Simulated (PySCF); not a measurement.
All values below come from PySCF with PBE-D3(BJ)/def2-TZVP // B3LYP-D3(BJ)/def2-TZVP. Gas-phase values, no solvent. Excitations are Tamm–Dancoff values on a coarser integration grid. The basis has no diffuse functions, so Rydberg states are missing or too high.

Reference species (SMILES): `CC=[SiH2]` (neutral, multiplicity 1).

HOMO: -5.24 eV
brightest of the four lowest singlets (TDA): 5.29 eV
dipole moment: 0.14 D
HOMO–LUMO gap: 3.38 eV

Changed species: `[SiH2]1CC1`.

Question: Predict the effect on the HOMO, brightest of the four lowest singlets (TDA), dipole moment and HOMO–LUMO gap.

Answer: the HOMO drops by 0.58 eV, to -5.82 eV; the brightest of the four lowest singlets (TDA) goes up by 0.92 eV, to 6.21 eV; the dipole moment rises by 0.07 D, to 0.21 D; the HOMO–LUMO gap rises by 1.94 eV, to 5.32 eV.
